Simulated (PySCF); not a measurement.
(ClSi)4CH26 adamantane, C6H12Cl4Si4.
Structure used (PBE0-D3(BJ)/def2-SVP), in Å, numbered top down from 1:
```
atom  x, y, z in Å
Si1    0.1371   -0.6911    1.7464
Cl2    0.2853   -1.4520    3.6762
C3    -0.5312   -2.0092    0.5910
Si4   -0.6780   -1.3320   -1.1510
Cl5   -1.4154   -2.7980   -2.4304
C6     1.0143   -0.7786   -1.7378
Si7    1.6930    0.5469   -0.6000
Cl8    3.5713    1.1487   -1.2593
C9     1.8242   -0.1459    1.1377
C10    0.5178    2.0093   -0.5977
Si11  -1.1769    1.4777    0.0018
Cl12  -2.4828    3.0985    0.0065
C13   -1.0191    0.7853    1.7368
C14   -1.8368    0.1414   -1.1361
H15    0.1388   -2.8855    0.5985
H16   -1.5193   -2.3484    0.9456
H17    0.9433   -0.3881   -2.7670
H18    1.7020   -1.6409   -1.7606
H19    2.5203   -1.0017    1.1435
H20    2.2395    0.6196    1.8151
H21    0.4418    2.4231   -1.6174
H22    0.9152    2.8075    0.0522
H23   -0.6278    1.5639    2.4134
H24   -2.0118    0.4889    2.1158
H25   -2.8375   -0.1748   -0.7950
H26   -1.9488    0.5411   -2.1580
```

Probes without a nucleus sit at each ring's centroid and 1 Å off its mean plane on both sides; NICS is minus the shielding there, NICSzz its component along the normal. Level: GIAO PBE0/pcSseg-1 (PySCF, non-relativistic, gas phase) on the PBE0-D3(BJ)/def2-SVP geometry, one conformer.

Ring bond lengths (Å), with Mayer bond orders in brackets: Si1–C3 1.876 (0.93), C3–Si4 1.875 (0.93), Si4–C6 1.875 (0.93), C6–Si7 1.874 (0.93), Si7–C9 1.875 (0.93), C9–Si1 1.875 (0.93); Si1–C3 1.876 (0.93), C3–Si4 1.875 (0.93), Si4–C14 1.874 (0.93), C14–Si11 1.875 (0.93), Si11–C13 1.875 (0.93), C13–Si1 1.875 (0.93); Si1–C9 1.875 (0.93), C9–Si7 1.875 (0.93), Si7–C10 1.876 (0.93), C10–Si11 1.875 (0.93), Si11–C13 1.875 (0.93), C13–Si1 1.875 (0.93).

Give the NICS values of each ring in ppm.

```json
{"ring": "Si1–C3–Si4–C6–Si7–C9", "type": "6-membered ring with 3 Si", "NICS(0)": "-4.3", "NICS(1), two faces": "-2.5 / -4.4", "NICS(1)zz, two faces": "3.5 / -5.1", "rms pucker (Å)": "0.31", "centre to ring atoms, mean (Å)": "1.80"}
{"ring": "Si1–C3–Si4–C14–Si11–C13", "type": "6-membered ring with 3 Si", "NICS(0)": "-4.3", "NICS(1), two faces": "-2.5 / -4.4", "NICS(1)zz, two faces": "3.5 / -5.1", "rms pucker (Å)": "0.31", "centre to ring atoms, mean (Å)": "1.80"}
{"ring": "Si1–C9–Si7–C10–Si11–C13", "type": "6-membered ring with 3 Si", "NICS(0)": "-4.3", "NICS(1), two faces": "-2.5 / -4.4", "NICS(1)zz, two faces": "3.5 / -5.1", "rms pucker (Å)": "0.31", "centre to ring atoms, mean (Å)": "1.80"}
```

What can be read from them?

- Si1–C3–Si4–C6–Si7–C9: mean NICS(1)zz -0.8 ppm, near zero. Si1, C3, Si4, C6, Si7, C9 have four or more neighbours; no verdict on aromaticity is drawn. The two faces differ by 8.6 ppm, so no symmetry operation interchanges them.
- Si1–C3–Si4–C14–Si11–C13: mean NICS(1)zz -0.8 ppm, near zero. Si1, C3, Si4, Si11, C13, C14 have four or more neighbours, and the NICS criterion for π rings isn't applied. The two faces differ by 8.6 ppm, so no symmetry operation interchanges them.
- Si1–C9–Si7–C10–Si11–C13: mean NICS(1)zz -0.8 ppm, near zero. Si1, Si7, C9, C10, Si11, C13 have four or more neighbours, and the NICS criterion for π rings isn't applied. The two faces differ by 8.6 ppm, so no symmetry operation interchanges them.

At the second NICS(1) probe listed for ring Si1–C3–Si4–C14–Si11–C13, 1 Å off the ring, what do the in-plane components average?

The isotropic value is a third of the trace: (3 × -4.4 − (-5.1))/2 = -4.1 ppm.

What are the shieldings of the ring atoms and their hydrogens in the same run (means over atoms taken as equivalent)?

```json
{"atoms": "Si1 (×4)", "environment": "silicon bonded to 3 C and Cl", "σ isotropic (ppm)": "322.7"}
{"atoms": "C3 (×6)", "environment": "carbon bonded to 2 Si and 2 H", "σ isotropic (ppm)": "169.5"}
{"atoms": "H15 (×12)", "environment": "hydrogen on carbon", "σ isotropic (ppm)": "30.75"}
```

How do the values depend on the level or the medium?

```tsv
level	NICS(0), Si1–C3–Si4–C6–Si7–C9	mean NICS(1)zz, Si1–C3–Si4–C6–Si7–C9	NICS(0), Si1–C3–Si4–C14–Si11–C13	mean NICS(1)zz, Si1–C3–Si4–C14–Si11–C13	NICS(0), Si1–C9–Si7–C10–Si11–C13	mean NICS(1)zz, Si1–C9–Si7–C10–Si11–C13
PBE0/pcSseg-1, gas	-4.3	-0.8	-4.3	-0.8	-4.3	-0.8
wB97X-D/pcSseg-1, gas	-4.1	-0.7	-4.1	-0.7	-4.1	-0.7
```

The geometry is the same throughout.
